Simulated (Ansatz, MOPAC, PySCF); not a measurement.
Dimer: H2O (SMILES O) (first 3 atoms) with H2S (SMILES S); geometry from B3LYP-D3(BJ)/def2-TZVP, rigid monomers moved along the line of their centres of mass till O1···H5 is 1.93 Å.
(charge 0, multiplicity 1):
```xyz
6

O      0.06629     0.37067    -0.00445
H      0.92963     0.60300    -0.36284
H     -0.20268    -0.42895    -0.46928
S      0.01993     0.06930     3.25712
H     -0.00419     0.24354     1.91996
H     -0.89104     1.03205     3.46874
```

Monomers are frozen at their geometry in the pair; levels with a basis set take the counterpoise correction. Rows marked so take none.

Rows in 3-21G carry no dispersion term and start afresh at each structure. The state that AM1 reach isn't checked.

Codes used: Ansatz (Gaussian orbitals); MOPAC for AM1 (differences of heats of formation); PySCF for 3-21G rows. 

One of these levels gives -52.7 meV for the interaction energy. Which one is it?
A. AM1
B. B3LYP/3-21G (no counterpoise)
C. r2SCAN/def2-TZVPPD
D. HF/aug-cc-pV(D+d)Z

A, AM1. The others give 19.4 (HF/aug-cc-pV(D+d)Z), -94.7 (r2SCAN/def2-TZVPPD), -452.4 (B3LYP/3-21G (no counterpoise))

Ansatz is a program for electronic structure.
